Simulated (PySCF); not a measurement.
Compound: B2H8N2.
SMILES: `[BH2-]1[NH2+][BH2-][NH2+]1`

The closed-shell SCF was solved with PySCF and density fitting under several settings on one GFN2-xTB geometry (grid level 2 and gas phase unless stated).

```csv
settings,basis functions,SCF cycles,E (Eh),HOMO (eV),LUMO (eV),dipole (D)
PBE0/pcSseg-1,108,12,-163.8771,-8.11,1.01,0.00
wB97X-D/def2-SVPD,144,12,-163.9479,-10.04,1.77,0.00
wB97X-D/6-311G**,120,12,-164.1003,-9.98,2.83,0.00
```

**Question.** Estimate the row for these settings: BHandHLYP/pcseg-1, start guess huckel.

**Answer.** 
```json
{"settings": "BHandHLYP/pcseg-1, start guess huckel", "basis functions": "96", "SCF cycles": "9", "E (Eh)": "-163.9706", "HOMO (eV)": "-9.42", "LUMO (eV)": "1.71", "dipole (D)": "0.00"}
```

**Question.** Over all rows, what range does the HOMO–LUMO gap span?

**Answer.** From 9.12 eV (PBE0/pcSseg-1) to 12.81 eV (wB97X-D/6-311G**). The functional of the narrowest has 25 % exact exchange, that of the widest range-separated exact exchange.

**Question.** Compare two rows with the functional wB97X-D: wB97X-D/6-311G** and wB97X-D/def2-SVPD. Which energy is lower, and by how much?

**Answer.** wB97X-D/6-311G** (120 functions) lies 0.1524 Eh or 96 kcal/mol below wB97X-D/def2-SVPD (144 functions). The smaller set gives the lower energy; the two sets aren't nested, so the variational bound doesn't order them by size.

wB97X-D ran without the empirical dispersion term, which would shift the total energy alone. Cycle counts include a coarse-grid stage where the run had one. All basis functions are spherical, in the Pople sets too.
